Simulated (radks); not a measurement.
The numbers below are computed, except where a source is named.
Q: All-electron atom: neutral bromine in [Ar] 3d9 4s2 4p5 5s1 (not the ground configuration). Code: a radial shooting solver on a logarithmic mesh with Libxc functionals. Model: Dirac Kohn-Sham, revPBE, spin-unpolarised, spherical densities, finite nucleus; open shells are shared between the two j in proportion to 2j + 1; Fermi nuclear charge, rms radius 4.1629 fm. Some entries of the table are withheld. Estimate them.

orbital     occ.  eigenvalue (eV)  <1/r> (bohr^-1)
1s1/2          2        -13335.61            35.66
2s1/2          2        -1755.540            7.957
2p1/2          2        -1582.818            7.921
2p3/2          4        -1535.338            7.662
3s1/2          2        -257.0401            2.629
3p1/2          2        -196.9246            2.516
3p3/2          4        -189.9231            2.454
3d3/2        3.6         -85.9071            2.213
3d5/2        5.4         -84.7637            2.197
4s1/2          2         -27.6790           0.8478
4p1/2    1.66667         -14.3776              (1)
4p3/2    3.33333         -13.7297              (2)
5s1/2          1          -2.0918           0.2254
5p1/2          0              (3)           0.1567
5p3/2          0              (4)           0.1544

A: 
(1) 4p1/2 <1/r> (bohr^-1): 0.7162
(2) 4p3/2 <1/r> (bohr^-1): 0.7007
(3) 5p1/2 eigenvalue (eV): -0.7870
(4) 5p3/2 eigenvalue (eV): -0.7635
